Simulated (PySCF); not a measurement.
## Telling isomers of C₄H₁₁BO₂ apart by NMR

Theoretical values (PySCF 2.14): PBE0-D3(BJ)/def2-SVP geometry, spin–spin couplings from B3LYP/pcJ-1 (spin–dipole term left out of most H,H and C,H couplings), σ from GIAO-PBE0/pcSseg-1. A single conformation, one averaged value for each set of equivalent atoms, no solvent, no relativistic terms.

δ = σ(ref) − σ, references computed at the same level: TMS for ¹H (31.27 ppm) and ¹³C (184.41 ppm). Multiplet labels drop J under 1 Hz and among equivalent protons, and merge close values. Unscaled 3J(H,H) run several per cent high. Couplings to H on boron are left out. Carbons bonded to boron are broad in practice. Shifts are as computed. Against solution values, carbons near 30 ppm lie about +2 ppm off and those near 130 ppm about +5 ppm. Of 1313 compounds with measured shifts, 239 miss one by over three times the rms of a fit or turn the order of signals round; such compounds aren't used in these exercises. Across acyclic CH2–CH2 and CH–CH2 bonds, 3J(H,H) assumes equally populated rotamers. OH and NH positions are gas-phase values without hydrogen bonding to other molecules.

(1) Tabulate the signals of `CCCOB(C)O`, `CB(O)OC(C)C`, `CCCOBOC`, `CCOBOCC` and their relative energies.

(2) What is the quickest way to tell CCCOBOC from CCOBOCC?

(3) What is the quickest way to tell CCCOB(C)O from CCCOBOC?

(4) What is the quickest way to tell CCCOB(C)O from CCOBOCC?

Results:

(1) 
```json
{"SMILES": "CCCOB(C)O", "carbon types": "2×CH2 2×CH3", "δC": "68.9, 27.6, 10.9, -4.0", "δH": "3.64 (br s, 1H), 3.40 (t, 2H), 1.57 (sext, 2H), 0.87 (t, 3H), 0.28 (s, 3H)", "E rel. (kcal/mol)": "2.9"}
{"SMILES": "CB(O)OC(C)C", "carbon types": "1×CH 3×CH3", "δC": "65.3, 25.4, -1.1", "δH": "4.43 (sept, 1H), 3.44 (br s, 1H), 1.19 (d, 6H), 0.15 (s, 3H)", "E rel. (kcal/mol)": "0.0"}
{"SMILES": "CCCOBOC", "carbon types": "2×CH2 2×CH3", "δC": "71.1, 50.7, 29.8, 10.8", "δH": "4.13 (br, 1H), 3.73 (s, 3H), 3.68 (t, 2H), 1.43 (sext, 2H), 0.87 (t, 3H)", "E rel. (kcal/mol)": "25.6"}
{"SMILES": "CCOBOCC", "carbon types": "2×CH2 2×CH3", "δC": "62.5, 19.8", "δH": "4.17 (br, 1H), 3.90 (m, 4H), 1.16 (m, 6H)", "E rel. (kcal/mol)": "22.3"}
```

Energies are electronic energies at PBE0/pcSseg-1 on these geometries, without zero-point or thermal terms, each for the one conformer computed, which needn't be the lowest.

(2) Count the carbon signals: 4 against 2. The first has an sp3 CH2 at 29.8 ppm, the second a methyl carbon (CH3) at 19.8 ppm. Their most deshielded carbons lie at 71.1 and 62.5 ppm.

(3) Both give the same number of carbon signals, with the same numbers of each carbon type, so the positions decide. The first has a methyl carbon bonded to B (CH3) at -4.0 ppm, the second a methyl carbon bonded to O (CH3) at 50.7 ppm. Their most deshielded carbons lie at 68.9 and 71.1 ppm. In the proton spectra the most deshielded non-exchanging signals are 3.40 (t, J = 8.3 Hz, 2H) and 4.13 (br, 1H).

(4) Count the carbon signals: 4 against 2. The first has an sp3 CH2 at 27.6 ppm, the second a methyl carbon (CH3) at 19.8 ppm. Their most deshielded carbons lie at 68.9 and 62.5 ppm. In the proton spectra the most deshielded non-exchanging signals are 3.40 (t, J = 8.3 Hz, 2H) and 4.17 (br, 1H).
